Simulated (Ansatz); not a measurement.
Ansatz (a program for electronic structure) input (B3LYP-D3(BJ)/def2-TZVP):

Ansatz 0.2 input:
```yaml
crystal:
  periodic: [false, false, false]
  atoms:
    - {symbol: O, position_ang: [1.45394501, -0.20785379, 0.05455583]}
    - {symbol: C, position_ang: [0.27194834, -0.12038035, 0.00643112]}
    - {symbol: C, position_ang: [-1.09230295, -0.60272092, -0.07611734]}
    - {symbol: C, position_ang: [-0.90878382, 0.71139686, -0.00718105]}
    - {symbol: H, position_ang: [-1.25672953, 1.73305677, 0.02475698]}
basis:
  gaussian:
    orbitals: def2-TZVP
hamiltonian:
  xc: b3lyp
  dispersion: d3bj
magnetization: {spin_polarized: true, initial_magnetization: 1}
phonons: {temperatures: {t_min: 298.15, t_max: 298.15, t_step: 100}}
```

Output:

```
Functional definition: B3LYP
integrals: 0.03 GiB planned
735 factors; their error is unknown
mean field: 0.48 GiB planned
mean field evaluation 1: about -5167.4828 eV, gradient 3.3e1 eV
mean field evaluation 2: about -5164.7151 eV, gradient 4.4e1 eV
mean field evaluation 4: about -5171.7758 eV, gradient 1.6e0 eV
mean field evaluation 8: about -5171.7885 eV, gradient 1.5e-1 eV
mean field evaluation 16: about -5171.7919 eV, gradient 4.3e-4 eV
mean field -5171.79190218 eV, -190.0598468388 hartree, gradient 2.4e-5 eV, S^2 0.755112; 0 other end points of the search recorded, 0 dependent functions left out
the calculation of the forces begins
reference -5171.79209985 eV, -190.0598541028 hartree; 14, 13 occupied and 116, 117 virtual orbitals, 735 factors
these checks for a lower state are left out or cut short: stability, starts, cluster_reference, orbital_swaps, neighbouring_geometries, increment
integrals: 0.03 GiB planned
735 factors; their error is unknown
mean field: 0.48 GiB planned
mean field -5171.79188281 eV, -190.0598461268 hartree, gradient 1.4e-6 eV, S^2 0.755108; 0 other end points of the search recorded, 0 dependent functions left out
the calculation of the forces begins
reference -5171.79208047 eV, -190.0598533907 hartree; 14, 13 occupied and 116, 117 virtual orbitals, 735 factors
these checks for a lower state are left out or cut short: stability, starts, cluster_reference, orbital_swaps, neighbouring_geometries, increment
integrals: 0.03 GiB planned
735 factors; their error is unknown
mean field: 0.48 GiB planned
mean field evaluation 32: about -5171.7919 eV, gradient 3.0e-4 eV
mean field -5171.79189607 eV, -190.0598466140 hartree, gradient 1.4e-6 eV, S^2 0.755116; 0 other end points of the search recorded, 0 dependent functions left out
the calculation of the forces begins
reference -5171.79209373 eV, -190.0598538780 hartree; 14, 13 occupied and 116, 117 virtual orbitals, 735 factors
these checks for a lower state are left out or cut short: stability, starts, cluster_reference, orbital_swaps, neighbouring_geometries, increment
integrals: 0.03 GiB planned
735 factors; their error is unknown
mean field: 0.48 GiB planned
mean field -5171.79178170 eV, -190.0598424111 hartree, gradient 1.4e-6 eV, S^2 0.755122; 0 other end points of the search recorded, 0 dependent functions left out
the calculation of the forces begins
reference -5171.79197935 eV, -190.0598496746 hartree; 14, 13 occupied and 116, 117 virtual orbitals, 735 factors
these checks for a lower state are left out or cut short: stability, starts, cluster_reference, orbital_swaps, neighbouring_geometries, increment
integrals: 0.03 GiB planned
735 factors; their error is unknown
mean field: 0.48 GiB planned
mean field -5171.79174347 eV, -190.0598410063 hartree, gradient 1.4e-6 eV, S^2 0.755102; 0 other end points of the search recorded, 0 dependent functions left out
the calculation of the forces begins
reference -5171.79194115 eV, -190.0598482707 hartree; 14, 13 occupied and 116, 117 virtual orbitals, 735 factors
these checks for a lower state are left out or cut short: stability, starts, cluster_reference, orbital_swaps, neighbouring_geometries, increment
integrals: 0.03 GiB planned
735 factors; their error is unknown
mean field: 0.48 GiB planned
mean field -5171.79185352 eV, -190.0598450504 hartree, gradient 1.4e-6 eV, S^2 0.755136; 0 other end points of the search recorded, 0 dependent functions left out
the calculation of the forces begins
reference -5171.79205117 eV, -190.0598523141 hartree; 14, 13 occupied and 116, 117 virtual orbitals, 735 factors
these checks for a lower state are left out or cut short: stability, starts, cluster_reference, orbital_swaps, neighbouring_geometries, increment
integrals: 0.03 GiB planned
735 factors; their error is unknown
mean field: 0.48 GiB planned
mean field evaluation 64: about -5171.7919 eV, gradient 1.0e-6 eV
mean field -5171.79186317 eV, -190.0598454050 hartree, gradient 1.5e-6 eV, S^2 0.755088; 0 other end points of the search recorded, 0 dependent functions left out
the calculation of the forces begins
reference -5171.79206084 eV, -190.0598526693 hartree; 14, 13 occupied and 116, 117 virtual orbitals, 735 factors
these checks for a lower state are left out or cut short: stability, starts, cluster_reference, orbital_swaps, neighbouring_geometries, increment
integrals: 0.03 GiB planned
735 factors; their error is unknown
mean field: 0.48 GiB planned
mean field -5171.79171424 eV, -190.0598399321 hartree, gradient 1.5e-6 eV, S^2 0.755109; 0 other end points of the search recorded, 0 dependent functions left out
the calculation of the forces begins
reference -5171.79191198 eV, -190.0598471990 hartree; 14, 13 occupied and 116, 117 virtual orbitals, 735 factors
these checks for a lower state are left out or cut short: stability, starts, cluster_reference, orbital_swaps, neighbouring_geometries, increment
integrals: 0.03 GiB planned
735 factors; their error is unknown
mean field: 0.48 GiB planned
mean field -5171.79170767 eV, -190.0598396904 hartree, gradient 1.4e-6 eV, S^2 0.755115; 0 other end points of the search recorded, 0 dependent functions left out
the calculation of the forces begins
reference -5171.79190525 eV, -190.0598469515 hartree; 14, 13 occupied and 116, 117 virtual orbitals, 735 factors
these checks for a lower state are left out or cut short: stability, starts, cluster_reference, orbital_swaps, neighbouring_geometries, increment
integrals: 0.03 GiB planned
735 factors; their error is unknown
mean field: 0.48 GiB planned
mean field -5171.79172432 eV, -190.0598403026 hartree, gradient 1.4e-6 eV, S^2 0.755095; 0 other end points of the search recorded, 0 dependent functions left out
the calculation of the forces begins
reference -5171.79192197 eV, -190.0598475660 hartree; 14, 13 occupied and 116, 117 virtual orbitals, 735 factors
these checks for a lower state are left out or cut short: stability, starts, cluster_reference, orbital_swaps, neighbouring_geometries, increment
integrals: 0.03 GiB planned
735 factors; their error is unknown
mean field: 0.47 GiB planned
mean field evaluation 96: about -5171.7917 eV, gradient 1.4e-6 eV
mean field -5171.79174563 eV, -190.0598410854 hartree, gradient 1.4e-6 eV, S^2 0.755129; 0 other end points of the search recorded, 0 dependent functions left out
the calculation of the forces begins
reference -5171.79194330 eV, -190.0598483499 hartree; 14, 13 occupied and 116, 117 virtual orbitals, 735 factors
these checks for a lower state are left out or cut short: stability, starts, cluster_reference, orbital_swaps, neighbouring_geometries, increment
integrals: 0.03 GiB planned
735 factors; their error is unknown
mean field: 0.48 GiB planned
mean field -5171.79185732 eV, -190.0598451902 hartree, gradient 1.5e-6 eV, S^2 0.755095; 0 other end points of the search recorded, 0 dependent functions left out
the calculation of the forces begins
reference -5171.79205497 eV, -190.0598524535 hartree; 14, 13 occupied and 116, 117 virtual orbitals, 735 factors
these checks for a lower state are left out or cut short: stability, starts, cluster_reference, orbital_swaps, neighbouring_geometries, increment
integrals: 0.03 GiB planned
735 factors; their error is unknown
mean field: 0.48 GiB planned
mean field -5171.79187340 eV, -190.0598457810 hartree, gradient 1.4e-6 eV, S^2 0.755129; 0 other end points of the search recorded, 0 dependent functions left out
the calculation of the forces begins
reference -5171.79207108 eV, -190.0598530456 hartree; 14, 13 occupied and 116, 117 virtual orbitals, 735 factors
these checks for a lower state are left out or cut short: stability, starts, cluster_reference, orbital_swaps, neighbouring_geometries, increment
integrals: 0.03 GiB planned
735 factors; their error is unknown
mean field: 0.47 GiB planned
mean field -5171.79161951 eV, -190.0598364505 hartree, gradient 1.5e-6 eV, S^2 0.755110; 0 other end points of the search recorded, 0 dependent functions left out
the calculation of the forces begins
reference -5171.79181714 eV, -190.0598437134 hartree; 14, 13 occupied and 116, 117 virtual orbitals, 735 factors
these checks for a lower state are left out or cut short: stability, starts, cluster_reference, orbital_swaps, neighbouring_geometries, increment
integrals: 0.03 GiB planned
735 factors; their error is unknown
mean field: 0.48 GiB planned
mean field -5171.79160656 eV, -190.0598359747 hartree, gradient 1.4e-6 eV, S^2 0.755114; 0 other end points of the search recorded, 0 dependent functions left out
the calculation of the forces begins
reference -5171.79180425 eV, -190.0598432399 hartree; 14, 13 occupied and 116, 117 virtual orbitals, 735 factors
these checks for a lower state are left out or cut short: stability, starts, cluster_reference, orbital_swaps, neighbouring_geometries, increment
integrals: 0.03 GiB planned
735 factors; their error is unknown
mean field: 0.48 GiB planned
mean field evaluation 128: about -5171.7874 eV, gradient 3.9e-4 eV
mean field -5171.79184124 eV, -190.0598445993 hartree, gradient 1.4e-6 eV, S^2 0.755122; 0 other end points of the search recorded, 0 dependent functions left out
the calculation of the forces begins
reference -5171.79203885 eV, -190.0598518612 hartree; 14, 13 occupied and 116, 117 virtual orbitals, 735 factors
these checks for a lower state are left out or cut short: stability, starts, cluster_reference, orbital_swaps, neighbouring_geometries, increment
integrals: 0.03 GiB planned
735 factors; their error is unknown
mean field: 0.48 GiB planned
mean field -5171.79185466 eV, -190.0598450923 hartree, gradient 1.5e-6 eV, S^2 0.755102; 0 other end points of the search recorded, 0 dependent functions left out
the calculation of the forces begins
reference -5171.79205238 eV, -190.0598523584 hartree; 14, 13 occupied and 116, 117 virtual orbitals, 735 factors
these checks for a lower state are left out or cut short: stability, starts, cluster_reference, orbital_swaps, neighbouring_geometries, increment
integrals: 0.03 GiB planned
735 factors; their error is unknown
mean field: 0.48 GiB planned
mean field -5171.79181747 eV, -190.0598437257 hartree, gradient 1.4e-6 eV, S^2 0.755111; 0 other end points of the search recorded, 0 dependent functions left out
the calculation of the forces begins
reference -5171.79201519 eV, -190.0598509917 hartree; 14, 13 occupied and 116, 117 virtual orbitals, 735 factors
these checks for a lower state are left out or cut short: stability, starts, cluster_reference, orbital_swaps, neighbouring_geometries, increment
integrals: 0.03 GiB planned
735 factors; their error is unknown
mean field: 0.48 GiB planned
mean field -5171.79178626 eV, -190.0598425786 hartree, gradient 1.4e-6 eV, S^2 0.755113; 0 other end points of the search recorded, 0 dependent functions left out
the calculation of the forces begins
reference -5171.79198387 eV, -190.0598498406 hartree; 14, 13 occupied and 116, 117 virtual orbitals, 735 factors
these checks for a lower state are left out or cut short: stability, starts, cluster_reference, orbital_swaps, neighbouring_geometries, increment
integrals: 0.03 GiB planned
735 factors; their error is unknown
mean field: 0.48 GiB planned
mean field evaluation 160: about -5171.7919 eV, gradient 3.0e-4 eV
mean field -5171.79188282 eV, -190.0598461271 hartree, gradient 1.4e-6 eV, S^2 0.755112; 0 other end points of the search recorded, 0 dependent functions left out
the calculation of the forces begins
reference -5171.79208049 eV, -190.0598533914 hartree; 14, 13 occupied and 116, 117 virtual orbitals, 735 factors
these checks for a lower state are left out or cut short: stability, starts, cluster_reference, orbital_swaps, neighbouring_geometries, increment
integrals: 0.03 GiB planned
735 factors; their error is unknown
mean field: 0.48 GiB planned
mean field -5171.79189827 eV, -190.0598466950 hartree, gradient 1.4e-6 eV, S^2 0.755112; 0 other end points of the search recorded, 0 dependent functions left out
the calculation of the forces begins
reference -5171.79209593 eV, -190.0598539587 hartree; 14, 13 occupied and 116, 117 virtual orbitals, 735 factors
Total energy: -5171.92835067 eV, -190.0648612283 hartree
Atom 0 at     1.453945    -0.207854     0.054556 Å, force    -0.001002     0.000054    -0.000042 eV/Å
Atom 1 at     0.271948    -0.120380     0.006431 Å, force     0.000352    -0.000011     0.000015 eV/Å
Atom 2 at    -1.092303    -0.602721    -0.076117 Å, force     0.000321    -0.000672    -0.000017 eV/Å
Atom 3 at    -0.908784     0.711397    -0.007181 Å, force     0.000415     0.000291     0.000032 eV/Å
Atom 4 at    -1.256730     1.733057     0.024757 Å, force    -0.000085     0.000337     0.000012 eV/Å
Dipole moment:    -0.339568     0.481791     0.007315 e Å
Vibrations: 482.34 536.17 710.10 792.63 872.56 1011.94 1556.51 1918.89 3230.13 cm⁻¹, zero-point energy 0.688811 eV
```

It need not be the lowest isomer of its formula.
